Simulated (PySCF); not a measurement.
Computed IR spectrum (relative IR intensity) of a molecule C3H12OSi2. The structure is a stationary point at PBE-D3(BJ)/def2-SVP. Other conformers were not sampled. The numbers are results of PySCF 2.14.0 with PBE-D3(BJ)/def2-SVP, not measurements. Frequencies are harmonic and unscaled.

| ν (cm⁻¹) | relative intensity |
|---|---|
| 263 | 2.6 |
| 266 | 2.2 |
| 697 | 6.1 |
| 712 | 8.3 |
| 740 | 10 |
| 744 | 8.4 |
| 833 | 59 |
| 838 | 57 |
| 913 | 18 |
| 918 | 18 |
| 963 | 100 |
| 1034 | 97 |
| 1216 | 22 |
| 1224 | 5.6 |
| 1395 | 2.4 |
| 2143 | 62 |
| 2179 | 34 |
| 3069 | 2.9 |
| 3072 | 4.3 |

**Question.** Which molecule gave these data?
(A) C[Si](C)([SiH3])CO
(B) C[Si@H]([SiH3])CCO
(C) C[Si](C)(C)O[SiH3]
(D) CC[Si@H](O)[SiH2]C

**Answer.** C, C[Si](C)(C)O[SiH3]
